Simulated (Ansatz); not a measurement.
The cluster Sr₇⁺, 7 atoms. Hardware: 4 threads of Intel Xeon on a shared host.

In the def2 sets Sr takes a core potential; there is no spin–orbit coupling. Correlated methods freeze no core orbitals; core or outer-core shells of Sr are correlated, in sets that lack core-valence functions.

How many basis functions does each of these Ansatz runs have, and roughly what does it cost? MP2/def2-TZVP, charge 1 doublet, energy, from earlier orbitals; revPBE/def2-TZVP, charge 1 doublet, energy, from earlier orbitals; r2SCAN/def2-SVP, charge 1 doublet, relaxation, 7 steps; HF/STO-3G, charge 1 doublet, energy; r2SCAN/def2-TZVP, charge 1 doublet, energy, from earlier orbitals; PBE/def2-TZVP, charge 1 doublet, energy and forces, from earlier orbitals; RPA@PBE/def2-TZVP, charge 1 doublet, energy, from earlier orbitals; PBE0/def2-SVP, charge 1 doublet, energy, from earlier orbitals; PBE/def2-SVP, charge 1 doublet, energy, from earlier orbitals; HF/def2-TZVP, charge 1 doublet, energy, from earlier orbitals; BLYP/def2-TZVP, charge 1 doublet, energy, from earlier orbitals; PBE0/def2-TZVP, charge 1 doublet, energy, from earlier orbitals.

Other jobs shared the machine, so times can vary by a factor of up to 3.

| run | functions | fitting or Cholesky vectors | wall time | peak host memory (GiB) |
| --- | --- | --- | --- | --- |
| HF/STO-3G, charge 1 doublet, energy | 154 | 1465 | 27 s | 1.9 |
| PBE0/def2-SVP, charge 1 doublet, energy, from earlier orbitals | 161 | 1582 | 50 s | 0.8 |
| PBE/def2-SVP, charge 1 doublet, energy, from earlier orbitals | 161 | 1967 | 55 s | 0.71 |
| revPBE/def2-TZVP, charge 1 doublet, energy, from earlier orbitals | 231 | 2191 | 64 s | 1.2 |
| RPA@PBE/def2-TZVP, charge 1 doublet, energy, from earlier orbitals | 231 | 2100 | 77 s | 1.2 |
| PBE/def2-TZVP, charge 1 doublet, energy and forces, from earlier orbitals | 231 | 2191 | 78 s | 1.2 |
| HF/def2-TZVP, charge 1 doublet, energy, from earlier orbitals | 231 | 2618 | 85 s | 1.7 |
| BLYP/def2-TZVP, charge 1 doublet, energy, from earlier orbitals | 231 | 2191 | 1.8 min | 1.1 |
| PBE0/def2-TZVP, charge 1 doublet, energy, from earlier orbitals | 231 | 2254 | 1.9 min | 1.8 |
| MP2/def2-TZVP, charge 1 doublet, energy, from earlier orbitals | 231 | 2100 | 2.2 min | 1.1 |
| r2SCAN/def2-TZVP, charge 1 doublet, energy, from earlier orbitals | 231 | 2191 | 2.7 min | 1.4 |
| r2SCAN/def2-SVP, charge 1 doublet, relaxation, 7 steps | 161 | 1967 | 9.2 min | 0.9 |
